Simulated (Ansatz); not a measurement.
Sn₁₁H₁₈, a cluster cut from hexagonal tin, relaxed as a singlet with RKS PBE-D4/def2-SVP in Ansatz, starting from a model built from a lattice or polyhedron. Force threshold 0.03 eV/Å.

In the def2 sets Sn takes a core potential; there is no spin–orbit coupling.

Start:

```xyz
29

Sn   -1.0285   -0.1869   -3.1944
Sn    1.4118   -1.1250   -2.1066
Sn    1.0831    3.2884   -0.8692
Sn    2.6512    0.9796   -0.7133
Sn    0.8755   -3.2496   -0.3637
Sn    2.9581    0.2370    1.9754
Sn   -2.6958    0.7012   -1.1450
Sn   -1.4372    2.7896    0.2822
Sn   -3.1933   -1.4254    0.5885
Sn   -0.8051   -2.3534    1.7163
Sn    0.4172   -0.2473    3.1017
H    -0.7287    1.1297   -4.2668
H    -1.7875   -1.4510   -4.0854
H     2.4154   -1.6564   -3.4038
H     0.8808    3.7481   -2.5391
H     1.8400    4.5640   -0.0245
H     4.1880    1.2790   -1.3989
H     0.1051   -4.5347   -1.2088
H     2.3434   -3.7856    0.3082
H     3.9327   -1.1765    2.0542
H     3.7316    1.5015    2.8274
H    -4.1746    1.2587   -1.8116
H    -2.4272    4.1874    0.1601
H    -1.2592    2.3289    1.9220
H    -3.9884   -2.7080   -0.2249
H    -4.2802   -0.8866    1.8760
H    -1.1253   -3.6413    2.7912
H    -0.5278    1.1564    2.9858
H     0.6248   -0.7219    4.7672
```

```
step  energy (eV)  largest force component (eV/Å)  SCF passes
   1  -64441.9755                           0.699          18
   2  -64442.0345                           0.663          19
   3  -64442.1366                           0.140          18
   4  -64442.1521                           0.031          18
   5  -64442.1530                           0.021          13
   6  -64442.1537                           0.018          14
```

Force components are those of the run's own axes.

End:

Cartesian coordinates in Å:
```
Sn -1.038 -0.193 -3.227
Sn 1.383 -1.116 -2.113
Sn 1.066 3.330 -0.877
Sn 2.621 0.989 -0.682
Sn 0.869 -3.263 -0.363
Sn 2.989 0.234 2.008
Sn -2.731 0.708 -1.164
Sn -1.534 2.922 0.116
Sn -3.215 -1.397 0.643
Sn -0.809 -2.386 1.725
Sn 0.537 -0.412 3.228
H -0.711 1.109 -4.330
H -1.810 -1.457 -4.135
H 2.452 -1.640 -3.386
H 0.941 3.776 -2.552
H 1.840 4.648 -0.052
H 4.184 1.305 -1.385
H 0.130 -4.583 -1.219
H 2.366 -3.849 0.295
H 4.007 -1.172 2.060
H 3.803 1.490 2.891
H -4.248 1.215 -1.856
H -2.501 4.343 -0.133
H -1.466 2.642 1.828
H -4.039 -2.682 -0.189
H -4.264 -0.858 1.919
H -1.172 -3.735 2.766
H -0.450 1.012 3.338
H 0.801 -0.980 4.848
```

By distances, no bond broke or formed. The bond that changes most is Sn11–H28, from 1.70 to 1.74 Å (atoms count from 1). A close non-bonded pair moves further: H24–H28, from 1.74 to 2.44 Å.

The force fell under the threshold at step 5, but the optimiser went on. No frequencies were taken in this run, so the end may be a saddle point.

Run time 31 s (2 threads of AMD EPYC 7R13 on a shared host and a share (18 GiB) of an NVIDIA H100 80GB HBM3), peak host memory 1.1 GiB.
